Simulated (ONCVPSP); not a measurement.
## Ta, ONCV: configuration errors across variants

tantalum, optimised norm-conserving Vanderbilt (ONCV), made with ONCVPSP 4.0.1 (PBE, scalar-relativistic). Core [Xe], reference 4f14 5d3 6s1 6p1. Waves: 6s: rc 2.50 bohr, ncon 3, nbas 6, qcut 2.1 1/bohr, 2 projectors, debl 3.5 Ha; 6p: rc 3.80 bohr, ncon 3, nbas 6, qcut 2.2 1/bohr, 2 projectors, debl 1.7 Ha; 5d: rc 2.10 bohr, ncon 4, nbas 9, qcut 6.2 1/bohr, 1 projector; 4f: rc 0.75 bohr, ncon 3, nbas 7, qcut 22 1/bohr, 1 projector. Local part: polynomial inside 0.50 bohr (lpopt 5, dvloc0 3 Ha). Core correction: Teter function, fcfact 4.5, rcfact 1.65.

All-electron excitation energies from the reference (eV): (1) 4f14 5d3 6s2 6p0 -4.179; (2) 4f14 5d3 6s1 6p0 4.289; (3) 4f14 5d3 6s0 6p0 19.263.

A true bound ghost makes a file unfit for plane-wave use even where its test errors are small: the radial tests pick states by their node count and pass the ghost by.

Errors AE − PS in meV (a dash: test not solved or not reliable):

| change | (1) | (2) | (3) | bound ghosts | GHOST(+) flags above zero |
| --- | --- | --- | --- | --- | --- |
| base | -17 | -52 | -307 | s, p, d | s |
| s: nproj 3 | -17 | -52 | -307 | s, p, d | none |
| core correction Teter function, fcfact 2.9, rcfact 1.65 | -11 | -36 | -212 | s, p, d | s |
| p: rc 5.18 | -7.7 | -60 | -340 | s, p, d | s |
| core correction Teter function, fcfact 4.5, rcfact 1.76 | -23 | -80 | -422 | s, p, d | s |
| f: qcut 18.9 | -17 | -52 | -307 | s, p, d | s |
| local potential polynomial inside 0.50 bohr (lpopt 5, dvloc0 4 Ha) | -17 | -52 | -307 | s, p, d | s |
| s: rc 2.18 | -16 | -52 | -307 | s, p, d | s |
| s: qcut 1.5; p: qcut 1.5; d: qcut 4.3; f: qcut 15.4 | -14 | -52 | -307 | s, p, d | s |

Question: Give the same row for: p: ncon 5, nbas 8.

Answer: -20, -51, -299; bound ghosts: s, p, d; GHOST(+) flags above zero: s.
